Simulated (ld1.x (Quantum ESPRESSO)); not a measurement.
Values are calculated unless marked as measured or tabulated.
**Potentials for indium compared**

Generated with ld1.x 7.5 (TM, RRKJ, ultrasoft, PAW), atompaw 4.2 or ONCVPSP 4.0.1. The cutoff is in Ry: for ld1.x and atompaw files where the sum of valence levels is converged to 10 mRy in a Bessel basis, for ONCV files where the hardest occupied wave has 1 mHa per electron of residual kinetic energy. The error is the largest all-electron minus pseudo excitation energy over each file’s own four to seven test configurations (ionisations up to +4, promotions, holes and added fractions of an electron), all of which were solved. The labels leave out finer settings (local radius, basis sizes, second energies), which also bear on the numbers. Spin-polarised tests are not counted. The rows are a selection from randomly drawn settings: files with unsolved tests, undetermined cutoffs or missed reference levels are left out.

A true bound ghost makes a file unfit for plane-wave use even where its test errors are small: the radial tests pick states by their node count and pass the ghost by.

```csv
potential,cutoff (Ry),largest error (meV),bound ghosts
"TM semilocal, PBE, scalar-relativistic, rc 1.75/2.85/1.15 (spd), local s, core correction yes, reference 4d10 5s2 5p1",90,-137,none
"TM, PBEsol, scalar-relativistic, rc 1.65/2.60/1.65 (spd), local s, core correction yes, reference 4d10 5s2 5p0.5",80,-241,none
"TM, PBE, fully relativistic, rc 1.90/2.55/1.00 (spd), local smoothed, core correction no, reference 4d10 5s2 5p1",100,-194,none
"RRKJ, PBEsol, scalar-relativistic, rc 2.30/1.95/0.95 (spd), local s, core correction yes, reference 4d10 5s2 5p0",180,-61,none
"TM, BLYP, scalar-relativistic, rc 2.10/2.65/1.00 (spd), local smoothed, core correction no, reference 4d10 5s2 5p1",100,+166,none
```

Task: Fill in the row for In: TM, PBE, scalar-relativistic, rc 1.66/1.95/2.00 (spd), local d, core correction yes, reference 5s1 5p0.

Result: cutoff 25 Ry, largest error -184 meV, bound ghosts: s, p.

Task: Fill in the row for In: RRKJ, LDA (PZ), fully relativistic, rc 2.10/1.55/1.45 (spd), local s, core correction yes, reference 4p6 4d10 5s2 5p0.

Result: cutoff 70 Ry, largest error -2241 meV, bound ghosts: none.
